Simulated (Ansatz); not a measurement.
CH6O3Si, SMILES `C[Si](O)(O)O`, relaxed with RKS PBE-D4/def2-SVP in Ansatz from a rough embedded geometry. The force threshold is 0.03 eV/Å; the program also tests the step.

Charge 0, multiplicity 1.

Start:

```xyz
11

C    -0.223   -1.391    0.027
Si    0.056    0.375    0.009
O    -1.361    1.196    0.041
O     0.912    0.893   -1.401
O     0.941    0.912    1.315
H    -0.786   -1.799   -0.834
H     0.744   -1.980    0.014
H    -0.738   -1.744    0.907
H    -1.724    1.432   -0.901
H     1.823    0.914   -1.227
H     0.357    1.192    2.050
```

```tsv
step	energy (eV)	largest force (eV/Å)	largest move (Å)
1	-15137.1684	2.830	0.000
2	-15137.4487	1.401	0.037
3	-15137.5563	0.116	0.200
4	-15137.5746	0.299	0.132
5 (rejected)	-15137.4522	1.959	0.193
6	-15137.5872	0.161	0.097
7	-15137.5903	0.075	0.100
8	-15137.5911	0.022	0.034
```

End:

```xyz
11

C    -0.215   -1.551    0.025
Si    0.029    0.291   -0.005
O    -1.459    1.071    0.008
O     0.852    0.762   -1.394
O     0.917    0.762    1.343
H    -0.597   -1.911   -0.952
H     0.742   -2.069    0.236
H    -0.944   -1.838    0.810
H    -1.526    1.749   -0.687
H     1.687    1.222   -1.198
H     0.514    1.513    1.813
```

It took 4.8 s on 4 threads of a server CPU on a shared host, with 0.16 GiB of host memory at the peak.
